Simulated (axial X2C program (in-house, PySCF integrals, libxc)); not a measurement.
## Nuclear properties of STeS

Calculated with an in-house all-electron X2C program for linear molecules (integrals from PySCF): two-component X2C with atomic mean-field Coulomb and Gaunt terms, Gaussian nuclei, basis S dyall-av3z, Te dyall-v3z with contracted cores.

S–Te–S held linear, with bonds 2.319 and 2.319 Å (near the PBE0 minimum at charge 0 of the determinant lowest at the starting distance; the state shown can have its own minimum elsewhere, held linear; other orders of the atoms were not compared).

Determinant lowest in the PBE0 search, Ω = 1 (⟨Sz⟩ = 0.00, ⟨Lz⟩ = 1.00 at PBE0), spin on the atoms S 0.12, Te -0.23, S 0.12:

| level | A∥/gI S (MHz) | qzz S (a.u.) | A∥/gI Te (MHz) | qzz Te (a.u.) |
| --- | --- | --- | --- | --- |
| PBE0 | 295 | 1.44 | 2680 | 1.87 |
| HF | 200 | 0.30 | 1300 | 2.92 |
| r2SCAN | 312 | 1.39 | 2600 | 2.63 |

Determinant 0.13 eV from it at PBE0 and this distance, Ω = 2 (⟨Sz⟩ = 1.00, ⟨Lz⟩ = 1.00 at PBE0), spin on the atoms S 0.32, Te 0.36, S 0.32:

```json
{"level": "PBE0", "A∥/gI S (MHz)": "111", "qzz S (a.u.)": "1.39", "A∥/gI Te (MHz)": "1040", "qzz Te (a.u.)": "1.66"}
{"level": "r2SCAN", "A∥/gI S (MHz)": "130", "qzz S (a.u.)": "1.32", "A∥/gI Te (MHz)": "1060", "qzz Te (a.u.)": "2.43"}
```

A∥ (defined per Ω) follows by multiplying with gI = μI/(I μN); qzz is the electric field gradient, eQq0 = 234.96 MHz × Q/barn × qzz. The operators were transformed with the bare-nucleus X2C matrices; with these basis sets, hyperfine constants and field gradients can be off by tens of per cent, and where levels differ in sign neither size nor sign is settled.

Question: With gI(33S) = 0.4292 (g factors from the IAEA table of nuclear moments by Stone), turn the PBE0 values of the first state into constants in MHz.

Answer: A∥(33S) = 295 × 0.4292 = 127 MHz.

The molecule was held linear; bending was not examined, so a bent shape may lie lower.

Each state is one determinant with collinear spin, which with several unpaired electrons need not be a pure state. Unrestricted Hartree–Fock can overshoot spin polarisation at the nuclei. With several open shells hyperfine constants can be off by a factor of several. Open-shell Ω = 0 determinants with evenly filled partner blocks cannot be reached by this program, so the Ω shown need not be the lowest component. Left out as unconverged or as another state under the same occupation: HF in at least one table. States lie within half an eV, so the first need not be the ground state. Where a field gradient or hyperfine factor spreads by more than a factor of two over the levels, a constant derived from it is not to be relied on. PBE0 term energies can be off by some tenths of an eV.
